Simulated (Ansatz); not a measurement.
The same path of AlH3Sb (5 atoms, charge 0, multiplicity 2) was run 3 times with different band settings. The coordinate that changes most is the dihedral H3–Al1–Sb2–H5.

Computed with UKS PBE-D4/def2-SVP in Ansatz.

Relaxed end points:

```xyz
5
Properties=species:S:1:pos:R:3
Al 1.134 -0.936 0.404
Sb -0.534 1.185 0.280
H 0.530 -2.241 1.169
H -1.464 0.161 -0.776
H 0.333 1.831 -1.076
```

```xyz
5
Properties=species:S:1:pos:R:3
Al 0.187 -1.468 0.386
Sb -0.739 1.069 0.272
H 1.589 -1.655 1.195
H -1.694 0.697 -1.127
H 0.657 1.357 -0.726
```

Common settings: movable images 5; climbing image yes; optimiser quadratic models (default); start path through a guess of the saddle point; force threshold 0.03 eV/Å; iteration limit 60.

| run | spring | end points |
| --- | --- | --- |
| 1 | 5.0 eV/Å² | relaxed |
| 2 | 5.0 eV/Å² | as typed, not relaxed |
| 3 | 50.0 eV/Å² | relaxed |

What does each run give, and how far can it be trusted?

Run 1: converged after 10 iterations, highest image 0.051 eV above the first end. A vibrational analysis at the climbing image gives one clearly imaginary mode, 174i cm⁻¹: a first-order saddle point.
Run 2: not converged after 60 iterations, highest image 0.010 eV above the first end. The band didn't meet its force threshold, so its energies are provisional: the largest band force was still 0.09 eV/Å, and over the last iterations the top stayed at 0.01 eV. The end points aren't both relaxed to the band's threshold either. Inner images lie below an end point, which means an intermediate or an end that isn't the lowest structure nearby.
Run 3: converged after 18 iterations, highest image 0.051 eV above the first end. Another band between the same ends (5 images) ends at a top of the same energy, where a vibrational analysis finds 1 clearly imaginary mode.
